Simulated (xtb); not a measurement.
xtb job for C4H5Si, SMILES [C]1=CC=C[SiH2]1, multiplicity 2, GFN2-xTB. 

```
$ xtb mol.xyz --gfn 2 --sp --chrg 0 --uhf 1 --json
$ cat mol.xyz
10

C      1.34701546    -0.11780968    -0.00000000
C      0.79354563    -1.31752052     0.00000000
C     -0.67705916    -1.31118819     0.00000000
C     -1.26064299    -0.10739818    -0.00000000
Si     0.06184440     1.25263245     0.00000000
H      1.32069997    -2.25985459    -0.00000000
H     -1.20814314    -2.25428702    -0.00000001
H     -2.33231767     0.00731604     0.00000000
H      0.06839277     2.04673532    -1.22512248
H      0.06839278     2.04673533     1.22512247
```

Program output:

```
[banner left out]
          |                Calculation Setup                |
           -------------------------------------------------



           -------------------------------------------------
          |                 G F N 2 - x T B                 |
           -------------------------------------------------

        Reference                      10.1021/acs.jctc.8b01176
      * Hamiltonian:
        H0-scaling (s, p, d)           1.850000    2.230000    2.230000
        zeta-weighting                 0.500000
      * Dispersion:
        s8                             2.700000
        a1                             0.520000
        a2                             5.000000
        s9                             5.000000
      * Repulsion:
        kExp                           1.500000    1.000000
        rExp                           1.000000
      * Coulomb:
        alpha                          2.000000
        third order                    shell-resolved
        anisotropic                    true
        a3                             3.000000
        a5                             4.000000
        cn-shift                       1.200000
        cn-exp                         4.000000
        max-rad                        5.000000


          ...................................................
          :                      SETUP                      :
          :.................................................:
          :  # basis functions                  31          :
          :  # atomic orbitals                  30          :
          :  # shells                           16          :
          :  # electrons                        25          :
          :  max. iterations                   250          :
          :  Hamiltonian                  GFN2-xTB          :
          :  restarted?                      false          :
          :  GBSA solvation                  false          :
          :  PC potential                    false          :
          :  electronic temp.          300.0000000     K    :
          :  accuracy                    1.0000000          :
          :  -> integral cutoff          0.2500000E+02      :
          :  -> integral neglect         0.1000000E-07      :
          :  -> SCF convergence          0.1000000E-05 Eh   :
          :  -> wf. convergence          0.1000000E-03 e    :
          :  Broyden damping             0.4000000          :
          :  net charge                          0          :
          :  unpaired electrons                  1          :
          ...................................................

 iter      E             dE          RMSdq      gap      omega  full diag
   1    -12.8324501 -0.128325E+02  0.688E+00    1.78       0.0  T
   2    -12.8812249 -0.487749E-01  0.373E+00    1.54       1.0  T
   3    -12.8733770  0.784791E-02  0.277E+00    1.91       1.0  T
   4    -12.8885601 -0.151831E-01  0.121E+00    1.73       1.0  T
   5    -12.8861193  0.244079E-02  0.810E-01    1.85       1.0  T
   6    -12.8894938 -0.337445E-02  0.343E-01    1.69       1.0  T
   7    -12.8897821 -0.288338E-03  0.178E-01    1.75       1.0  T
   8    -12.8899090 -0.126885E-03  0.619E-02    1.73       1.0  T
   9    -12.8899152 -0.619200E-05  0.210E-02    1.73       1.5  T
  10    -12.8899164 -0.118460E-05  0.780E-03    1.73       4.1  T
  11    -12.8899164 -0.395203E-07  0.444E-03    1.73       7.1  T
  12    -12.8899165 -0.574864E-07  0.142E-03    1.73      22.3  T
  13    -12.8899165 -0.228419E-08  0.725E-04    1.73      43.6  T
  14    -12.8899165 -0.139442E-08  0.164E-04    1.73     192.9  T

   *** convergence criteria satisfied after 14 iterations ***

         #    Occupation            Energy/Eh            Energy/eV
      -------------------------------------------------------------
         1        2.0000           -0.7295232             -19.8513
       ...           ...                  ...                  ...
         7        2.0000           -0.4520086             -12.2998
         8        2.0000           -0.4507538             -12.2656
         9        2.0000           -0.4275709             -11.6348
        10        2.0000           -0.4152317             -11.2990
        11        2.0000           -0.3950319             -10.7494
        12        2.0000           -0.3750697             -10.2062
        13        1.0000           -0.3266534              -8.8887 (HOMO)
        14                         -0.2630653              -7.1584 (LUMO)
        15                         -0.1895721              -5.1585
        16                         -0.1650865              -4.4922
        17                         -0.1573722              -4.2823
        18                         -0.0948314              -2.5805
       ...                                ...                  ...
        30                          0.7008124              19.0701
      -------------------------------------------------------------
                  HL-Gap            0.0635881 Eh            1.7303 eV
             Fermi-level           -0.3228605 Eh           -8.7855 eV

 SCC (total)                   0 d,  0 h,  0 min,  0.007 sec
 SCC setup                      ...        0 min,  0.000 sec (  1.217%)
 Dispersion                     ...        0 min,  0.000 sec (  0.726%)
 classical contributions        ...        0 min,  0.000 sec (  0.237%)
 integral evaluation            ...        0 min,  0.001 sec ( 15.709%)
 iterations                     ...        0 min,  0.004 sec ( 49.220%)
 molecular gradient             ...        0 min,  0.002 sec ( 31.581%)
 printout                       ...        0 min,  0.000 sec (  1.195%)

         :::::::::::::::::::::::::::::::::::::::::::::::::::::
         ::                     SUMMARY                     ::
         :::::::::::::::::::::::::::::::::::::::::::::::::::::
         :: total energy             -12.671465243635 Eh    ::
         :: gradient norm              0.000166222739 Eh/a0 ::
         :: HOMO-LUMO gap              1.730320968007 eV    ::
         ::.................................................::
         :: SCC energy               -12.889912140807 Eh    ::
         :: -> isotropic ES            0.013306406987 Eh    ::
         :: -> anisotropic ES          0.002699292160 Eh    ::
         :: -> anisotropic XC          0.009390726066 Eh    ::
         :: -> dispersion             -0.006756378106 Eh    ::
         :: repulsion energy           0.218446897172 Eh    ::
         :: add. restraining           0.000000000000 Eh    ::
         :: total charge               0.000000000000 e     ::
         :::::::::::::::::::::::::::::::::::::::::::::::::::::

           -------------------------------------------------
          |                Property Printout                |
           -------------------------------------------------

    * Orbital Energies and Occupations

         #    Occupation            Energy/Eh            Energy/eV
      -------------------------------------------------------------
         1        2.0000           -0.7295232             -19.8513
         2        2.0000           -0.6117347             -16.6461
         3        2.0000           -0.5900764             -16.0568
         4        2.0000           -0.5404051             -14.7052
         5        2.0000           -0.5123192             -13.9409
         6        2.0000           -0.4957607             -13.4903
         7        2.0000           -0.4520086             -12.2998
         8        2.0000           -0.4507538             -12.2656
         9        2.0000           -0.4275709             -11.6348
        10        2.0000           -0.4152317             -11.2990
        11        2.0000           -0.3950319             -10.7494
        12        2.0000           -0.3750697             -10.2062
        13        1.0000           -0.3266534              -8.8887 (HOMO)
        14                         -0.2630653              -7.1584 (LUMO)
        15                         -0.1895721              -5.1585
        16                         -0.1650865              -4.4922
        17                         -0.1573722              -4.2823
        18                         -0.0948314              -2.5805
        19                         -0.0416925              -1.1345
        20                         -0.0308891              -0.8405
        21                          0.1325759               3.6076
        22                          0.1830548               4.9812
        23                          0.1946899               5.2978
        24                          0.3313047               9.0153
       ...                                ...                  ...
        30                          0.7008124              19.0701
      -------------------------------------------------------------
                  HL-Gap            0.0635881 Eh            1.7303 eV
             Fermi-level           -0.3228605 Eh           -8.7855 eV

     #   Z          covCN         q      C6AA      α(0)
     1   6 C        1.890    -0.170    35.982     9.688
     2   6 C        2.996    -0.032    28.782     8.800
     3   6 C        3.009    -0.029    28.710     8.789
     4   6 C        2.803    -0.148    31.806     9.239
     5  14 Si       3.776     0.455    98.012    18.944
     6   1 H        0.926     0.036     2.506     2.476
     7   1 H        0.925     0.022     2.705     2.572
     8   1 H        0.926     0.018     2.771     2.603
     9   1 H        0.919    -0.075     4.776     3.418
    10   1 H        0.919    -0.075     4.776     3.418

 Mol. C6AA /au·bohr⁶  :       1711.103878
 Mol. C8AA /au·bohr⁸  :      55259.429590
 Mol. α(0) /au        :         69.947983


Wiberg/Mayer (AO) data.
largest (>0.10) Wiberg bond orders for each atom

 ---------------------------------------------------------------------------
     #   Z sym  total        # sym  WBO       # sym  WBO       # sym  WBO
 ---------------------------------------------------------------------------
     1   6 C    3.223 --     2 C    1.931     5 Si   0.985     4 C    0.148
     2   6 C    3.988 --     1 C    1.931     3 C    1.051     6 H    0.952
     3   6 C    3.981 --     4 C    1.880     2 C    1.051     7 H    0.963
     4   6 C    3.968 --     3 C    1.880     8 H    0.981     5 Si   0.869
                             1 C    0.148
     5  14 Si   3.679 --     1 C    0.985    10 H    0.878     9 H    0.878
                             4 C    0.869
     6   1 H    0.998 --     2 C    0.952
     7   1 H    1.000 --     3 C    0.963
     8   1 H    1.000 --     4 C    0.981
     9   1 H    0.994 --     5 Si   0.878
    10   1 H    0.994 --     5 Si   0.878
 ---------------------------------------------------------------------------

Topologies differ in total number of bonds
Writing topology from bond orders to xtbtopo.mol

molecular dipole:
                 x           y           z       tot (Debye)
 q only:       -0.093       0.467       0.000
   full:       -0.403       0.047       0.000       1.030
molecular quadrupole (traceless):
                xx          xy          yy          xz          yz          zz
 q only:       -1.449      -0.103       2.042      -0.000       0.000      -0.593
  q+dip:       -2.075      -0.738       4.226       0.000       0.000      -2.150
   full:       -2.183      -0.358       3.362      -0.000       0.000      -1.179


           -------------------------------------------------
          | TOTAL ENERGY              -12.671465243635 Eh   |
          | GRADIENT NORM               0.000166222739 Eh/α |
          | HOMO-LUMO GAP               1.730320968007 eV   |
           -------------------------------------------------

------------------------------------------------------------------------
Note: The following floating-point exceptions are signalling: IEEE_UNDERFLOW_FLAG IEEE_DENORMAL
normal termination of xtb
------------------------------------------------------------------------
 total:
 SCF:
```

The calculation finished and met its thresholds.

Cost: very roughly 0.03 core-seconds.
